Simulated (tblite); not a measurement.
Species: C₃H₄BFS.
Atom-mapped SMILES: `[BH2:1][S:2][C@@H:3]([F:4])[C:5]#[CH:6]` (hydrogens: H7, H8 on B1; H9 on C3; H10 on C6)

Computed with GFN2-xTB (tblite), gas phase: L-BFGS steps from a force-field or distance-geometry start until the largest atomic force falls under 0.01 eV/Å.

Geometry at step 4:
```
atom  x, y, z in Å
B1     -1.9163    0.7425   -0.4005
S2     -1.1216   -0.5928    0.5640
C3      0.4432   -1.1774   -0.2965
F4      0.1468   -1.7564   -1.4867
C5      1.3445   -0.0702   -0.4262
C6      2.0908    0.8530   -0.5463
H7     -2.6821    0.5006   -1.2326
H8     -1.8988    1.7996    0.0735
H9      0.8504   -1.9490    0.3629
H10     2.7521    1.6548   -0.6493
```

Question: What forces act on the atoms?

Answer: 
| atom | Fx (eV/Å) | Fy (eV/Å) | Fz (eV/Å) |
| --- | --- | --- | --- |
| B1 | -0.114 | -0.209 | 0.297 |
| S2 | 0.285 | 0.068 | 0.302 |
| C3 | -0.498 | 0.033 | 0.077 |
| F4 | 0.006 | -0.054 | -0.287 |
| C5 | -0.139 | -0.279 | -0.063 |
| C6 | 0.192 | 0.288 | -0.073 |
| H7 | 0.184 | -0.176 | -0.491 |
| H8 | 0.034 | 0.231 | 0.148 |
| H9 | -0.072 | -0.064 | 0.085 |
| H10 | 0.120 | 0.163 | 0.005 |

The largest, 0.55 eV/Å, acts on H7; the rms over all components is 0.210 eV/Å. The forces sum to zero within rounding, as they must for an isolated molecule in no field.

Question: Give the force on H7 in Eh/bohr and in nN.

Answer: 0.553 eV/Å ÷ 51.422 = 0.01076 Eh/bohr, and 0.553 eV/Å × 1.602 = 0.89 nN.

Question: How far is this geometry from the end of the optimisation?

Answer: 0.844 eV above it, and 0.583 Å rms away after alignment. The bonds farthest from their final lengths, with half the difference of the two atoms' forces along the bond (positive lengthens):

```tsv
bond	now (Å)	final (Å)	force along bond (eV/Å)
B1–S2	1.829	1.748	-0.01
S2–C3	1.879	1.864	-0.27
C3–F4	1.356	1.369	+0.12
B1–H7	1.156	1.165	+0.18
C3–C5	1.434	1.442	0.00
B1–H8	1.159	1.165	+0.17
```

The angle farthest from its final value is B1–S2–C3, 110.3° against 103.1°.

Of the 3 listed bonds off by 0.010 Å or more, this force points towards the final length in 3.

What follows is the cost of the whole relaxation. On an Arm Neoverse N1 with one thread, no GPU, shared host with 64 logical CPUs at a one-minute load of 56, this took 0.47 s wall.
